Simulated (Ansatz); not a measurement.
A nudged elastic band was laid between two geometries of GaH3 + H3P (8 atoms, charge 0, multiplicity 1).

These are results of Ansatz 0.2.0, RKS r2SCAN/def2-SVP, not measurements.

* movable images: 7
* climbing image: yes
* spring: 5.0 eV/Å²
* optimiser: quadratic models (default)
* start path: through a guess of the saddle point
* force threshold: 0.05 eV/Å
* iteration limit: 60
* end points: relaxed

Initial state:

```xyz
8
Properties=species:S:1:pos:R:3
Ga 0.070 0.042 0.079
H 0.492 0.606 1.477
H 1.159 -0.227 -1.012
H -1.447 -0.058 -0.294
P 0.169 -3.029 1.116
H -0.133 -2.728 -0.248
H 1.333 -2.199 1.147
H -0.693 -2.015 1.638
```

Final state:

```xyz
8
Properties=species:S:1:pos:R:3
Ga 0.099 -0.702 -0.081
H -0.363 0.598 1.864
H 1.346 0.235 -0.211
H -1.317 -0.258 -0.573
P 0.365 -2.836 0.800
H -0.448 -3.461 -0.193
H 1.594 -3.089 0.120
H -0.327 -0.097 2.178
```

(1) Which bonds break or form, and what moves?

(2) Give the energies along the band, and the barrier.

(3) What is the geometry of the highest image?

(4) What are the harmonic wavenumbers there?

## Answers

(1) Bonds broken: Ga1–H2, P5–H8. Bonds formed: Ga1–P5, H2–H8. GaH3 + H3P becomes GaH4P + H2.

(2) The run converged. The highest image is number 5 of 0 to 8, 0.88 eV above the first end and 1.11 eV above the last; the last end lies 0.23 eV below the first. A vibrational analysis at the climbing image gives one clearly imaginary mode, 1103i cm⁻¹: a first-order saddle point. The orbitals stay closed-shell, which can raise the energy where a bond breaks towards radicals; this wasn't checked here.

```
image  path coordinate (Å)  energy (eV)  Ga1–H2 (Å)  P5–H8 (Å)  Ga1–P5 (Å)
    0                 0.00         0.00        1.57       1.43        3.24
    1                 0.57         0.00        1.57       1.43        3.25
    2                 1.13         0.01        1.57       1.44        3.26
    3                 1.70         0.01        1.57       1.44        3.26
    4                 2.26         0.23        1.59       1.49        2.97
    5                 2.83         0.88        1.71       1.80        2.66
    6                 3.36         0.25        1.97       2.20        2.41
    7                 3.89        -0.15        2.21       2.64        2.33
    8                 4.42        -0.23        2.39       3.14        2.32
```

(3) 
```xyz
8
Properties=species:S:1:pos:R:3
Ga 0.013 -0.278 0.018
H -0.205 0.140 1.661
H 1.436 0.163 -0.384
H -1.385 -0.261 -0.637
P 0.253 -2.667 1.151
H -0.585 -3.044 0.061
H 1.472 -2.705 0.414
H -0.050 -0.958 1.619
```

(4) 1103i, 93, 247, 425, 528, 552, 633, 683, 710, 982, 1074, 1143, 1566, 1692, 2039, 2062, 2412, 2437 cm⁻¹.

The run took 2.8 min on 2 threads of Arm Neoverse V2, with other jobs on the host, peak memory 0.14 GiB.
